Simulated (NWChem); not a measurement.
Atomisation of F4Ge

```xyz
5

F      0.0000     1.3865     0.9804
Ge     0.0000     0.0000     0.0000
F      0.0000    -1.3865     0.9804
F     -1.3865     0.0000    -0.9804
F      1.3865     0.0000    -0.9804
```
Charge 0, spin multiplicity 1.

All runs are NWChem calculations. Structure: optimised with PBE0/def2-SVP, a minimum by its harmonic frequencies.

Basis set: def2-TZVP. The atomisation energy is electronic alone: no zero-point, thermal, spin-orbit or counterpoise terms. No value is extrapolated to the basis-set limit. Free atoms are single determinants with multiplicities F 2, Ge 3.

The Hamiltonian is non-relativistic. B3LYP has NWChem's definition, with VWN1-RPA local correlation. The structure started from a generated list of species. The stability of the SCF solutions was not checked. Open-shell Hartree-Fock references start from PBE0 orbitals.

Problem. For the atomisation energy, HF gives 314.2 kcal/mol and PBE0 gives 446.2 kcal/mol. What do BP86, B3LYP, PBE give?

Solution. BP86: 463.6 kcal/mol; B3LYP: 444.2 kcal/mol; PBE: 467.6 kcal/mol.
